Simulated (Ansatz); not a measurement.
CH4ClFGeSi, SMILES `F[Si@H]1[GeH2][C@@H]1Cl`. The species carries charge 0 and has multiplicity 1. All single points use the PBE0-D4/def2-TZVP geometry.

```xyz
9

F    -1.811    1.850   -0.296
Si   -0.459    1.040   -0.538
Ge    0.882    0.017    1.030
C    -0.435   -0.801   -0.304
Cl   -0.006   -1.932   -1.584
H     0.202    1.525   -1.767
H     2.365   -0.160    0.699
H     0.523   -0.344    2.472
H    -1.262   -1.195    0.289
```

(1) What is the dipole moment at r2SCAN/def2-TZVPP? (Estimate.)

(2) And with PBE, B3LYP, ωB97M-V? (An estimate is asked.)

(3) Give the Mulliken charges with r2SCAN, PBE, B3LYP in def2-TZVPP. (Best estimate.)

## Answers

(1) Ansatz gave: 1.50 D, with components (0.63, 0.60, 1.22) D in this frame, pointing from negative to positive charge.

(2) Computed: PBE 1.41 D, B3LYP 1.55 D, ωB97M-V 1.60 D.

(3) The calculation gave: 
```
atom  r2SCAN    PBE  B3LYP
  F1   -0.30  -0.26  -0.30
 Si2    0.53   0.42   0.51
 Ge3    0.02   0.03   0.03
  C4   -0.20  -0.19  -0.22
 Cl5   -0.15  -0.13  -0.14
  H6   -0.06  -0.05  -0.06
  H7    0.01   0.02   0.02
  H8    0.02   0.02   0.03
  H9    0.13   0.14   0.14
```

B3LYP here is the variant with VWN-RPA as its local correlation; programs differ in this.
